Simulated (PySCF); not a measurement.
This script is equivalent to a calculation on Ge²⁺ (germanium, charge +2).

```python
from pyscf import gto, scf, dft, mp, cc
import basis_set_exchange as bse
mol = gto.M(atom="Ge 0 0 0", charge=2, spin=0, symmetry="D2h",
            basis=gto.basis.parse(bse.get_basis("x2c-TZVPall", elements=["Ge"], fmt="nwchem", header=False)),
            nucmod="G")
mf = scf.UHF(mol).sfx2c1e()
mf.irrep_nelec = {'Ag': (6, 6), 'B1g': (1, 1), 'B2g': (1, 1), 'B3g': (1, 1), 'B1u': (2, 2), 'B2u': (2, 2), 'B3u': (2, 2)}
mf.kernel()
```

**Question.** What total energy does it give?

**Answer.** -2096.21719 hartree (calculated).

**Question.** Which occupied shell lies highest, and where?

**Answer.** 4s, at -32.434 eV.
